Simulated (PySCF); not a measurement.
Computed properties of C2H7FSi2, SMILES F[SiH2]/C=C\[SiH3]

C2H7FSi2, SMILES F[SiH2]/C=C\[SiH3]. Geometry: PBE0-D3(BJ)/def2-SVP. The structure was generated by enumeration; whether it is a known compound was not checked. Other conformers were not sampled. All values are computed for the isolated molecule unless a solvent is named; none is compared with measurement here.

**Structure.** The optimised structure has Cs symmetry. All 30 harmonic modes at PBE0-D3(BJ)/def2-SVP (PySCF) are real, so it is a minimum. With heavy atoms numbered as in [F:1][SiH2:2]/[CH:3]=[CH:4]\[SiH3:5], the shortest bond between them is C3–C4 at 1.346 Å and the longest C4–Si5 at 1.892 Å.

**Vibrations.** The strongest infrared lines (harmonic, unscaled, degenerate partners summed) lie at 950 cm⁻¹ (318 km/mol, H 72 %, Si 20 %), 2254 cm⁻¹ (184 km/mol, H 96 %), 2231 cm⁻¹ (148 km/mol, H 97 %). The softest mode is at 26 cm⁻¹ and the zero-point energy is 48.8 kcal/mol.

**Electronic structure.** PBE0/def2-TZVP (PySCF) places the frontier levels at -8.12 and -1.30 eV, a gap of 6.82 eV, and gives a dipole moment of 1.97 D and a mean polarisability of 76.0 bohr³. PBE/def2-TZVP (PySCF) at the same geometry gives -7.00 and -2.24 eV, so its gap is 2.06 eV narrower. An orbital gap is neither the optical nor the fundamental gap.

**Excitations.** TDDFT-PBE0/def2-SVPD (PySCF) has S1 at 5.70 eV (217 nm, f = 0.005, weak); the most intense of the 10 singlets computed lies at 6.30 eV (f = 0.36). T1 (TDA) is at 3.85 eV. TDDFT-PBE/def2-SVPD (PySCF) puts S1 at 5.33 eV. No vertical singlet excitation falls in the visible range (under 3.1 eV).

**NMR.** GIAO shifts at B3LYP/pcSseg-1 (PySCF) (non-relativistic, atoms alike by connectivity averaged): ¹³C from 156.0 to 159.2 ppm against TMS; ¹H from 4.4 to 7.5 ppm against TMS; ²⁹Si from -77.0 to -6.1 ppm against TMS; ¹⁹F at -234.6 ppm against CFCl3.

**Solvation.** SMD-ωB97X/6-31G* (PySCF) gives 2.2 kcal/mol in water, -2.0 kcal/mol in acetone, -1.9 kcal/mol in ethanol (1 M in both phases, gas-phase geometry).
